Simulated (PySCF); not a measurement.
**Do core-level shifts follow atomic charges?**

C₂H₅N₃Si.
SMILES with atom numbers: `[SiH3:1][c:2]1[cH:3][n:4][n:5][nH:6]1`

Binding energies: delta-SCF UKS SCAN, pcX-2 on the ionised atom, pcseg-1 elsewhere, spin-free X2C in PySCF 2.14.0. Charges: PBE0/pcSseg-1 ground-state density, for the ionised atom.

| atom | environment | N 1s (eV) | Mulliken (e) | IAO (e) | Hirshfeld (e) | ESP (e) |
| --- | --- | --- | --- | --- | --- | --- |
| N4 | pyridine-type nitrogen | 405.48 | -0.247 | -0.183 | -0.139 | -0.297 |
| N5 | pyridine-type nitrogen | 406.23 | -0.038 | -0.100 | -0.081 | -0.292 |
| N6 | pyrrole-type nitrogen | 407.48 | -0.242 | -0.110 | -0.012 | +0.250 |

How well does each charge scheme correlate with the binding energies over these sites?

Hirshfeld: r = 1.00, slope 15.8 eV per e; ESP: r = 0.93, slope 3.0 eV per e; IAO: r = 0.71, slope 15.8 eV per e; Mulliken: r = -0.12, slope -1.0 eV per e. Hirshfeld charges have the highest r, on only 3 points.

The point-charge model writes a binding energy as kq + V + constant, with V the potential of the other atoms' charges at the site. What does it give with the Mulliken charges?

V = Σ 14.40 eV Å × q/r over all other atoms: +0.30 eV at N4, -2.89 eV at N5, +1.90 eV at N6. Fitting binding energy − V to q gives k = 18.1 eV per e and leaves an rms residual of 0.13 eV, against 0.82 eV for the fit on q alone. The model has no term for differences in relaxation between sites.

Geometry: GFN2-xTB; no solvent, vibrations or thermal averaging. GFN2-xTB frequencies show an imaginary mode (24i cm⁻¹), so this geometry is no minimum at that level.
